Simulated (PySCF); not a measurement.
# Frontier levels across methods

Compound: C5H6F2.
Structure used (PBE0-D3(BJ)/def2-SVP), in Å, numbered top down from 1:
```xyz
13
C5H6F2 angstrom
C     -2.321    0.068   -0.012
C     -1.161   -0.511   -0.314
C      0.019    0.226   -0.867
F      0.494   -0.420   -1.982
C      1.130    0.326    0.143
C      2.339   -0.209    0.042
F      0.754    1.041    1.205
H     -3.149   -0.498    0.422
H     -2.484    1.137   -0.180
H     -0.995   -1.580   -0.137
H     -0.281    1.252   -1.152
H      3.076   -0.076    0.834
H      2.592   -0.779   -0.851
```

Basis pcSseg-1 throughout (PySCF), one geometry. Geometry: PBE0-D3(BJ)/def2-SVP, one conformer, isolated molecule.

How do the orbital energies, the gap and the dipole change with the method?

```
   method           kind  HOMO (eV)  LUMO (eV)  gap (eV)  μ (D)  SCF cycles
     BLYP            GGA      -6.22      -1.43      4.79   0.77          15
     OPBE            GGA      -6.32      -1.46      4.85   0.77          16
    B97-D            GGA      -6.34      -1.48      4.86   0.77          15
      KT3            GGA      -6.38      -1.52      4.87   0.76          15
      KT2            GGA      -6.40      -1.58      4.82   0.79          16
    B3LYP  global hybrid      -7.39      -0.79      6.60   0.77          14
BHandHLYP  global hybrid      -8.71       0.57      9.29   0.78          13
```

The HOMO spans 2.49 eV, from BLYP down to BHandHLYP, and the gap runs from 4.79 eV (BLYP) to 9.29 eV (BHandHLYP). Over the methods BLYP (0 %), OPBE (0 %), B97-D (0 %), KT3 (0 %), KT2 (0 %), B3LYP (20 %), BHandHLYP (50 %), a straight line through the gap against the share of exact exchange rises by 0.89 eV for each 10 % (correlation coefficient 1.000). The dipole ranges from 0.76 D (KT3) to 0.79 D (KT2). This basis has no diffuse functions.
